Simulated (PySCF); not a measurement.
A GIAO shielding run with PySCF 2.14 (density fitting, non-relativistic, gas phase) on SMILES C#CC[Si@](C)(C#N)C=C, C7H9NSi:

```
$ OMP_NUM_THREADS=1 python probes_run.py task.json out

{"job": {"kind": "nmr", "xc": "PBE0", "basis": "pcSseg-1"}, "charge": 0, "multiplicity": 1}
C     -1.991043    -2.262572     0.272198
C     -1.823155    -1.134358    -0.091284
C     -1.587145     0.225738    -0.507982
Si     0.158642     0.823714     0.031345
C      0.350142     0.708763     1.918346
C      0.241665     2.628582    -0.476827
N      0.292265     3.727470    -0.796449
C      1.520352    -0.061739    -0.932080
C      1.850330    -1.330454    -0.742022
H     -2.167083    -3.251006     0.574905
H     -1.688296     0.285133    -1.594056
H     -2.356096     0.867720    -0.071431
H      0.260037    -0.323953     2.243603
H      1.317691     1.078726     2.245059
H     -0.415759     1.283606     2.432272
H      2.049966     0.501970    -1.691190
H      1.354775    -1.941572    -0.005130
H      2.623954    -1.819452    -1.314239
```

Hardware: 1 thread of an Arm Neoverse N1, shared host. The job also computes population analyses, field gradients.

Question: How large is the calculation?

Answer: 72 electrons, 205 basis functions and 1076 auxiliary functions.

Question: How long does it take, and how much memory does it need?

Answer: 72 s of wall time, with 15 SCF cycles and 5 response iterations; peak memory 0.91 GiB. Times on a shared host scatter by some tens of per cent.
